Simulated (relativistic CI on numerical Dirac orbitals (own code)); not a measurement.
**Lu³⁵⁺: computed level list**

Computed by Dirac-Coulomb-Breit CI, orbitals from a KLI potential per configuration, QED by a radiative potential, unscaled Slater integrals (own radial code, finite nucleus).

Configuration list (outside the closed core [Ar] 3d10): 4s²4p⁶, 4s²4p⁵4d, 4s4p⁶4d, 4s²4p⁵4f, 4s4p⁶4f, 4s²4p⁵5s, 4p⁶4d4f, 4p⁶4d², 4p⁵4d³, 4p⁵4d²4f, 4p⁵4d²5s, 4p⁶4f², 4p⁵4d4f², 4p⁵4f³, 4p⁵4f²5s. Double excitations out of closed p, d and f shells are left out; levels of such configurations are missing from the list, as are those of other unlisted configurations, and high levels can miss mixing partners.

| No. | Configuration | Term | J | E (10³ cm⁻¹) | % | Next component (%) | Landé g | Lifetime (s) |
| --- | --- | --- | --- | --- | --- | --- | --- | --- |
| 1 | 4s²4p⁶ | ¹S | 0 | 0.0 | 100 |  |  |  |
| 2 | 4s²4p⁵4d | ³P° | 0 | 1113.1 | 100 |  |  |  |
| 3 | 4s²4p⁵4d | ³P° | 1 | 1146.2 | 76 | 24 ³D° | 1.259 | 7.32e-10 |
| 4 | 4s²4p⁵4d | ³F° | 3 | 1170.9 | 59 | 33 ¹F° | 1.072 | 5.69e-02 |
| 5 | 4s²4p⁵4d | ³D° | 2 | 1181.7 | 53 | 19 ³F° | 1.092 | 1.92e-03 |
| 6 | 4s²4p⁵4d | ³F° | 4 | 1266.3 | 100 |  | 1.247 | 9.73e-05 |
| 7 | 4s²4p⁵4d | ¹D° | 2 | 1285.9 | 47 | 43 ³P° | 1.193 | 2.93e-05 |
| 8 | 4s²4p⁵4d | ³D° | 3 | 1328.8 | 68 | 31 ¹F° | 1.225 | 2.94e-05 |
| 9 | 4s²4p⁵4d | ³D° | 1 | 1445.4 | 48 | 35 ¹P° | 0.843 | 1.80e-12 |
| 10 | 4s²4p⁵4d | ³F° | 2 | 1746.9 | 71 | 24 ¹D° | 0.773 | 2.81e-07 |
| 11 | 4s²4p⁵4d | ³P° | 2 | 1877.0 | 41 | 40 ³D° | 1.261 | 2.83e-07 |
| 12 | 4s²4p⁵4d | ³F° | 3 | 1895.5 | 40 | 36 ¹F° | 1.109 | 2.51e-07 |
| 13 | 4s²4p⁵4d | ¹P° | 1 | 1929.5 | 65 | 28 ³D° | 0.887 | 4.20e-13 |
| 14 | 4s4p⁶4d | ³D | 1 | 2515.5 | 68 | 32 4s²4p⁵4f ³D | 0.496 | 4.78e-12 |
| 15 | 4s4p⁶4d | ³D | 2 | 2555.1 | 65 | 25 4s²4p⁵4f ³D | 1.138 | 3.07e-12 |
| 16 | 4s4p⁶4d | ³D | 3 | 2646.2 | 61 | 25 4s²4p⁵4f ³D | 1.293 | 3.37e-12 |
| 17 | 4s²4p⁵4f | ³G | 4 | 2719.5 | 58 | 37 ¹G | 1.037 | 2.14e-12 |
| 18 | 4s²4p⁵4f | ³G | 5 | 2730.5 | 100 |  | 1.197 | 2.51e-12 |
| 19 | 4s4p⁶4d | ¹D | 2 | 2738.8 | 55 | 32 4s²4p⁵4f ³D | 1.025 | 1.21e-12 |
| 20 | 4s²4p⁵4f | ¹F | 3 | 2748.3 | 36 | 34 ³F | 0.956 | 1.98e-12 |
| 21 | 4s²4p⁵4f | ³D | 1 | 2759.9 | 68 | 32 4s4p⁶4d ³D | 0.496 | 7.30e-13 |
| 22 | 4s²4p⁵4f | ³F | 4 | 2783.4 | 68 | 29 ¹G | 1.168 | 2.35e-12 |
| 23 | 4s²4p⁵4f | ³F | 2 | 2789.4 | 40 | 24 ¹D | 0.891 | 1.99e-12 |
| 24 | 4s4p⁶4d | ³D | 3 | 2813.1 | 36 | 25 4s²4p⁵4f ³D | 1.215 | 9.87e-13 |
| 25 | 4s²4p⁵4f | ¹D | 2 | 2830.7 | 36 | 22 ³D | 1.046 | 9.78e-13 |
| 26 | 4s²4p⁵4f | ³G | 3 | 3307.7 | 70 | 21 ¹F | 0.830 | 2.09e-12 |
| 27 | 4s²4p⁵4f | ³D | 3 | 3348.8 | 49 | 31 ³F | 1.191 | 1.83e-12 |
| 28 | 4s²4p⁵4f | ³G | 4 | 3350.3 | 38 | 34 ¹G | 1.085 | 2.48e-12 |
| 29 | 4s²4p⁵4f | ³F | 2 | 3360.1 | 43 | 39 ¹D | 0.883 | 2.01e-12 |
| 30 | 4s4p⁶4f | ³F° | 2 | 4155.4 | 100 |  | 0.663 | 8.18e-13 |
| 31 | 4s4p⁶4f | ³F° | 3 | 4163.1 | 92 | 8 ¹F° | 1.073 | 8.00e-13 |
| 32 | 4s4p⁶4f | ³F° | 4 | 4183.5 | 100 |  | 1.247 | 8.29e-13 |
| 33 | 4s4p⁶4f | ¹F° | 3 | 4217.4 | 92 | 8 ³F° | 1.004 | 8.14e-13 |
| 34 | 4s²4p⁵5s | ³P° | 2 | 4776.4 | 100 |  | 1.497 | 6.28e-10 |
| 35 | 4s²4p⁵5s | ¹P° | 1 | 4790.6 | 65 | 35 ³P° | 1.170 | 3.84e-13 |
| 36 | 4p⁶4d² | ³F | 2 | 5227.7 | 77 | 19 ¹D | 0.747 |  |
| 37 | 4p⁶4d² | ³P | 0 | 5293.7 | 77 | 22 ¹S |  |  |
| 38 | 4p⁶4d² | ³F | 3 | 5341.3 | 99 | 1 4p⁵4d²4f ³F | 1.080 |  |
| 39 | 4s²4p⁵5s | ³P° | 0 | 5373.7 | 100 |  |  | 6.18e-10 |
| 40 | 4p⁶4d² | ³P | 2 | 5374.8 | 49 | 33 ¹D | 1.189 |  |
| 41 | 4s²4p⁵5s | ³P° | 1 | 5381.1 | 65 | 35 ¹P° | 1.322 | 9.63e-13 |
| 42 | 4p⁶4d² | ¹G | 4 | 5381.3 | 58 | 41 ³F | 1.099 |  |
| 43 | 4p⁶4d² | ³P | 1 | 5384.5 | 99 | 1 4p⁵4d²4f ³P | 1.497 |  |
| 44 | 4p⁶4d² | ³F | 4 | 5483.1 | 58 | 41 ¹G | 1.144 |  |
| 45 | 4p⁶4d² | ³P | 2 | 5506.4 | 47 | 47 ¹D | 1.219 |  |

Energies count from the lowest computed level; ° marks odd parity; lifetimes are radiative, by E1, M1, E2, M2, E3 decay to levels of this space only; some are left blank where a channel outside the calculation adds to the decay or the decay crosses a small, uncertain gap.

The mean weight of the leading LS term, summed over parents, in these 45 levels is 68 %, and that of the leading jj configuration (from the same eigenvectors) 90 %, so jj coupling describes them better and the LS labels are nominal.

At this charge energies of transitions that change n are usually good to better than 1 %, and those within a shell (Δn = 0) to a few per cent.

LS names give the leading component of a level, which can be under half, so a name can repeat, a term be missing and a line seem to break the LS rules.
